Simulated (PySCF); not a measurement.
Computed shifts of a molecule C₁₀H₈, PBE/pcSseg-1 (PySCF), GIAO, gas phase, atoms alike by connectivity averaged where their shifts nearly agree, in ppm (number of nuclei): ¹³C: 137.6 (2), 134.4 (4), 131.9 (4). ¹H: 8.16 (4), 7.90 (4). References: ¹³C against TMS (σ = 182.0 ppm); ¹H against TMS (σ = 31.49 ppm), references at their B3LYP-D3(BJ)/def2-TZVP geometries, non-relativistic. Coordinates come from a r2SCAN-D4/def2-SVP optimisation. One conformer was computed; it need not be the lowest.

**Question.** Identify the compound among the candidates.
A. C#Cc1cccc(C=C)c1
B. c1ccc2cccc-2cc1
C. c1ccc2ccccc2c1
D. C#Cc1ccc(C=C)cc1

**Answer.** C, c1ccc2ccccc2c1
